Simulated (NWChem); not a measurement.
## Correlation energy of thiourea (CH₄N₂S)

```xyz
8

N     -1.0965    -0.3517    -1.0488
C      0.0000     0.0000    -0.3153
N      1.0965     0.3517    -1.0488
S      0.0000     0.0000     1.3534
H     -1.1896    -0.0545    -2.0146
H     -1.9524    -0.4855    -0.5252
H      1.1896     0.0545    -2.0146
H      1.9524     0.4855    -0.5252
```
Charge 0, spin multiplicity 1.

The numbers come from NWChem runs, not from measurements. Structure: optimised with B3LYP/def2-SVP, a minimum by its harmonic frequencies. It is one conformer; others weren't searched.

Basis set: 6-311G**. Each correlation energy counts from its own Hartree-Fock reference.

The correlated methods keep 8 core orbitals frozen. The Pople sets run with spherical d functions. Coupled-cluster values serve here as a point of comparison, not as the truth.

**Question.** Order these methods by the correlation energy they give, lowest first: MP2, SCS-MP2, CCSD, CR-CCSD[T], CR-CCSD(T).

**Answer.** CR-CCSD[T] (-672.3 mHa), CR-CCSD(T) (-671.3 mHa), CCSD (-652.8 mHa), MP2 (-623.3 mHa), SCS-MP2 (-607.4 mHa)
